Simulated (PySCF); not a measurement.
SMILES F[Si](F)(F)c1ccc([Si](F)(F)F)cc1 (C6H4F6Si2), singlet at its GFN2-xTB optimised geometry (Å):

```
18

Si    -0.5776    -0.7632     0.0000
F     -1.0084     0.7632     0.0000
F     -0.9693    -1.2816    -1.4484
F      1.0084    -0.7632     0.0000
C     -1.3187    -1.7405     1.4061
C     -0.6602    -2.8534     1.9318
C     -1.2128    -3.5823     2.9661
C     -2.4459    -3.2274     3.5156
C     -3.1042    -2.1142     2.9902
C     -2.5516    -1.3852     1.9559
Si    -3.1880    -4.2067     4.9198
F     -2.7898    -3.6973     6.3696
F     -2.7657    -5.7354     4.9117
F     -4.7740    -4.1976     4.9238
H      0.2962    -3.1474     1.5260
H     -0.6844    -4.4407     3.3530
H     -4.0605    -1.8201     3.3961
H     -3.0799    -0.5268     1.5691
```

Method: PySCF with PBE0/def2-SVP.

Map of the electron localisation function on the plane z = 0.8 Å:

```
|0000000000000000000000000000000|
|0000000000000000000000000000000|
|0000000000000000000000000000000|
|0000000000000000000000000000000|
|0000000000000000000000000000000|
|0000000000000000000000000000000|
|0000000000000000000000000000000|
|0000000011222100000000000000000|
|0000000123343321000000000000000|
|0000001245555432000000000000000|
|0000001356776542000000000000000|
|0000002457777642000000000000000|
|1000001356777541000000000000000|
|4410000245666431000011000000000|
|8861000123444320001233210000000|
|9985000012233211123454320000000|
|9997200001222111235665431000000|
|9998300012331111346776532000000|
|9997300136752112356777542000000|
|7875211268986322346777542000000|
|4554212479999742235666531000000|
|2333334579999852123555421000000|
|2333445678999851001233210000000|
|2344456667787620000011000000000|
|2344456666665310000000000000000|
|2233345666653100000000000000000|
|1122234566653112332000000000000|
|0000123455543236788620000000000|
|0000001234443468999973000000000|
|0000000123443469999984100000000|
|0000000123443468999984000000000|
```
Scale: ten equal steps from 0.000 (start of '0') to 0.973 (end of '9'), in the order '0123456789'; x runs from -3.50 to 3.50, y from -3.50 (bottom) to 3.50 (top).
